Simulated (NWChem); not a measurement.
Program: NWChem. System: HCu, charge 0, spin multiplicity 1, at a geometry optimised with PBE/def2-SVP. The structure started from a generated list of species. Level: CAM-B3LYP/def2-TZVP.

Job file:

```
start mol
memory heap 200 mb stack 900 mb global 1100 mb
geometry units angstroms nocenter noautoz
  Cu     0.000000     0.000000     0.048775
  H      0.000000     0.000000    -1.414468
  symmetry group C2v
end
basis spherical
  * library def2-tzvp
end
dft
  xc xcamb88 1.00 lyp 0.81 vwn_5 0.19 hfexch 1.00
  cam 0.33 cam_alpha 0.19 cam_beta 0.46
  direct
  iterations 100
end
task dft energy
```

Output (cleaned and shortened):

```
             Northwest Computational Chemistry Package (NWChem) 7.3.0
             --------------------------------------------------------

                                NWChem Input Module
                                -------------------

 Scaling coordinates for geometry "geometry" by  1.889725989
 (inverse scale =  0.529177249)

 Turning off AUTOSYM since
 SYMMETRY directive was detected!

                             Geometry "geometry" -> ""
                             -------------------------

 Output coordinates in angstroms (scale by  1.889725989 to convert to a.u.)

  No.       Tag          Charge          X              Y              Z
 ---- ---------------- ---------- -------------- -------------- --------------
    1 Cu                  29.0000     0.00000000     0.00000000     0.04877500
    2 H                    1.0000     0.00000000     0.00000000    -1.41446800

 Effective nuclear repulsion energy (a.u.)      10.4877591904

            Nuclear Dipole moment (a.u.)
            ----------------------------
        X                 Y               Z
 ---------------- ---------------- ----------------
     0.0000000000     0.0000000000     0.0000132281

      Symmetry information
      --------------------

 Group name             C2v
 Group number             16
 Group order               4
 No. of unique centers     2

      Symmetry unique atoms

     1    2


 Summary of "ao basis" -> "" (spherical)
 ------------------------------------------------------------------------------
       Tag                 Description            Shells   Functions and Types
 ---------------- ------------------------------  ------  ---------------------
 *                         def2-tzvp                  on all atoms

                                 NWChem DFT Module
                                 -----------------

 Summary of "ao basis" -> "ao basis" (spherical)
 ------------------------------------------------------------------------------
       Tag                 Description            Shells   Functions and Types
 ---------------- ------------------------------  ------  ---------------------
 Cu                        def2-tzvp                15       45   6s4p4d1f
 H                         def2-tzvp                 4        6   3s1p

 Summary of "ao basis" -> "ao basis" (spherical)
 ------------------------------------------------------------------------------
       Tag                 Description            Shells   Functions and Types
 ---------------- ------------------------------  ------  ---------------------
 Cu                        def2-tzvp                15       45   6s4p4d1f
 H                         def2-tzvp                 4        6   3s1p

      Symmetry analysis of basis
      --------------------------

        a1         24
        a2          5
        b1         11
        b2         11

  int_init: cando_txs set to always be  F

            General Information
            -------------------
          SCF calculation type: DFT
          Wavefunction type:  closed shell.
          No. of atoms     :     2
          No. of electrons :    30
           Alpha electrons :    15
            Beta electrons :    15
          Charge           :     0
          Spin multiplicity:     1
          Use of symmetry is: on ; symmetry adaption is: on
          Maximum number of iterations: 100
          This is a Direct SCF calculation.
          AO basis - number of functions:    51
                     number of shells:    19
[...]
 !! scf_movecs_sym_adapt:   22 vectors were symmetry contaminated

  Symmetry fudging

 !! scf_movecs_sym_adapt:   22 vectors were symmetry contaminated

 d= 0,ls=0.0,diis     5  -1641.1890492446 -7.63D-04  1.85D-04  1.40D-04     5.4

 !! scf_movecs_sym_adapt:   22 vectors were symmetry contaminated

  Symmetry fudging

 !! scf_movecs_sym_adapt:   22 vectors were symmetry contaminated

  Resetting Diis
 d= 0,ls=0.0,diis     6  -1641.1890635535 -1.43D-05  5.43D-05  2.97D-05     6.3

 !! scf_movecs_sym_adapt:   22 vectors were symmetry contaminated

  Symmetry fudging

 !! scf_movecs_sym_adapt:   22 vectors were symmetry contaminated

 d= 0,ls=0.0,diis     7  -1641.1890661986 -2.65D-06  2.64D-05  1.15D-06     7.3

 !! scf_movecs_sym_adapt:   22 vectors were symmetry contaminated

  Symmetry fudging

 !! scf_movecs_sym_adapt:   22 vectors were symmetry contaminated

 d= 0,ls=0.0,diis     8  -1641.1890663669 -1.68D-07  7.59D-06  2.96D-06     8.3

         Total DFT energy =    -1641.189066366878
      One electron energy =    -2308.537990830985
           Coulomb energy =      724.491956551656
    Exchange-Corr. energy =      -67.630791277917
 Nuclear repulsion energy =       10.487759190368

 Numeric. integr. density =       29.999985974066

     Total iterative time =      7.9s

                  Occupations of the irreducible representations
                  ----------------------------------------------

                     irrep           alpha         beta
                     --------     --------     --------
                     a1                8.0          8.0
                     a2                1.0          1.0
                     b1                3.0          3.0
                     b2                3.0          3.0

                       DFT Final Molecular Orbital Analysis
                       ------------------------------------

 Vector   13  Occ=2.000000D+00  E=-3.480927D-01  Symmetry=a2
              MO Center= -7.8D-17,  8.2D-17,  4.9D-02, r^2= 4.0D-01
   Bfn.  Coefficient  Atom+Function         Bfn.  Coefficient  Atom+Function
  ----- ------------  ---------------      ----- ------------  ---------------
    19      0.651075  1 Cu d -2              24      0.375709  1 Cu d -2
    29      0.236194  1 Cu d -2              34      0.040650  1 Cu d -2

 Vector   14  Occ=2.000000D+00  E=-3.480919D-01  Symmetry=a1
              MO Center= -2.7D-16, -1.8D-16,  4.9D-02, r^2= 4.0D-01
   Bfn.  Coefficient  Atom+Function         Bfn.  Coefficient  Atom+Function
  ----- ------------  ---------------      ----- ------------  ---------------
    23      0.651076  1 Cu d  2              28      0.375708  1 Cu d  2
    33      0.236193  1 Cu d  2              38      0.040651  1 Cu d  2

 Vector   15  Occ=2.000000D+00  E=-2.975042D-01  Symmetry=a1
              MO Center= -5.8D-17,  9.1D-17, -4.0D-01, r^2= 1.7D+00
   Bfn.  Coefficient  Atom+Function         Bfn.  Coefficient  Atom+Function
  ----- ------------  ---------------      ----- ------------  ---------------
     5      0.461192  1 Cu s                 21     -0.398555  1 Cu d  0
    26     -0.227811  1 Cu d  0              47      0.188931  2 H  s
    48      0.184427  2 H  s                  3     -0.151670  1 Cu s
    31     -0.147852  1 Cu d  0               4     -0.134633  1 Cu s
     6      0.116510  1 Cu s                 46      0.101235  2 H  s

 Vector   16  Occ=0.000000D+00  E=-3.767788D-02  Symmetry=a1
              MO Center= -2.1D-29,  2.9D-29,  6.8D-01, r^2= 3.8D+00
   Bfn.  Coefficient  Atom+Function         Bfn.  Coefficient  Atom+Function
  ----- ------------  ---------------      ----- ------------  ---------------
    48      0.888102  2 H  s                  6     -0.804342  1 Cu s
     5     -0.503428  1 Cu s                 36     -0.205865  1 Cu d  0
    18     -0.172900  1 Cu pz                12      0.140898  1 Cu pz
    21     -0.135184  1 Cu d  0               4      0.111543  1 Cu s
    47      0.106086  2 H  s                 46      0.100995  2 H  s

 Vector   17  Occ=0.000000D+00  E= 1.189549D-01  Symmetry=a1
              MO Center= -7.5D-17, -1.1D-16,  8.4D-02, r^2= 8.2D+00
   Bfn.  Coefficient  Atom+Function         Bfn.  Coefficient  Atom+Function
  ----- ------------  ---------------      ----- ------------  ---------------
     5      1.812262  1 Cu s                  6     -1.791629  1 Cu s
     4     -0.257949  1 Cu s                 18      0.226033  1 Cu pz
     3     -0.143917  1 Cu s                  2      0.071918  1 Cu s
    36     -0.057265  1 Cu d  0              12     -0.048720  1 Cu pz
    48      0.048498  2 H  s                 31      0.028525  1 Cu d  0

 Vector   18  Occ=0.000000D+00  E= 1.301998D-01  Symmetry=b2
              MO Center=  1.6D-17, -1.8D-16,  1.1D-01, r^2= 2.4D+00
   Bfn.  Coefficient  Atom+Function         Bfn.  Coefficient  Atom+Function
  ----- ------------  ---------------      ----- ------------  ---------------
    17      1.038403  1 Cu py                11     -0.226685  1 Cu py
    14     -0.092276  1 Cu py                 8      0.083358  1 Cu py
    35      0.058622  1 Cu d -1

 center of mass
 --------------
 x =   0.00000000 y =   0.00000000 z =   0.04858570

 moments of inertia (a.u.)
 ------------------
           7.584300997704           0.000000000000           0.000000000000
           0.000000000000           7.584300997704           0.000000000000
           0.000000000000           0.000000000000           0.000000000000

     Multipole analysis of the density
     ---------------------------------

     L   x y z        total         alpha         beta         nuclear
     -   - - -        -----         -----         ----         -------
     0   0 0 0     -0.000000    -15.000000    -15.000000     30.000000

     1   1 0 0     -0.000000     -0.000000     -0.000000      0.000000
     1   0 1 0     -0.000000     -0.000000     -0.000000      0.000000
     1   0 0 1      1.088737      0.544362      0.544362      0.000013

     2   2 0 0    -10.933769     -5.466884     -5.466884      0.000000
     2   1 1 0      0.000000      0.000000      0.000000      0.000000
     2   1 0 1     -0.000000     -0.000000     -0.000000      0.000000
     2   0 2 0    -10.933769     -5.466884     -5.466884      0.000000
     2   0 1 1      0.000000      0.000000      0.000000      0.000000
     2   0 0 2    -11.007595     -9.199332     -9.199332      7.391070

 Task  times  cpu:        8.3s     wall:        8.3s

 Total times  cpu:        8.3s     wall:        8.3s
```
